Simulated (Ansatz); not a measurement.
Harmonic frequencies (cm⁻¹) at PBE0-D4/def2-TZVP from Ansatz: 22, 52, 102, 161, 208, 230, 454, 465, 541, 587, 652, 679, 709, 755, 764, 844, 879, 898, 962, 973, 984, 1282, 1372, 1448, 1452, 1954, 2192, 2198, 3043, 3047, 3107, 3127, 3136.

Each molecule was computed in one conformer, which needn't be the lowest.

(1) Which molecule is it?
A. `CB(O)[SiH2][AlH2]`
B. `C[SiH2][CH2][AlH][F]`
C. `[CH3][AlH][SiH2]CF`
D. `C[CH]([SiH3])[AlH][F]`

Answers

(1) B.
